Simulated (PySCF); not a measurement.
State search for RbZn⁺

Unrestricted PBE0; PySCF, scalar-relativistic core potentials, basis sets Rb def2-SVP with ECP28, Zn def2-SVP. Outer shells of the fragments: Rb+ closed shells only; Zn 3d10 4s2.

Followed along the bond (rough minima from three points):

```
2Ms+1  unpaired  ⟨S²⟩ at the start  R at minimum (Å)  Te (eV)
    1      none               0.00              3.70     0.00
    3      σ ↑↑               2.00  none in the scan   ≤ 3.56
```

Solutions found at the starting distance of 3.350 Å, counted from the lowest of them; the search is not exhaustive and high or unbound solutions are not listed, so other states can lie among these:

```csv
2Ms+1,unpaired,term,E (eV),⟨S²⟩,⟨Lz²⟩,μ (D)
1,none,¹Σ⁺,0.00,0.00,0.00,-4.53
3,σ ↑↑,³Σ⁺,3.75,2.00,0.00,-2.31
3,"σ ↑, π ↑",³Π,4.29,2.00,1.00,-3.53
1,"σ ↓, π ↑",mixed,5.07,1.00,1.00,-2.69
3,"σ ↑, δ ↑",³Δ,8.20,2.00,4.00,9.30
```

A term symbol is given only where ⟨S²⟩ and ⟨Lz²⟩ are close to those of a pure state; real π, δ and φ orbitals otherwise mix terms. A positive dipole points towards Zn; it is taken about the centre of mass and depends on that origin.

Counting both spins, an empty level lies below a filled one in some of these solutions, because spin and occupation are held.
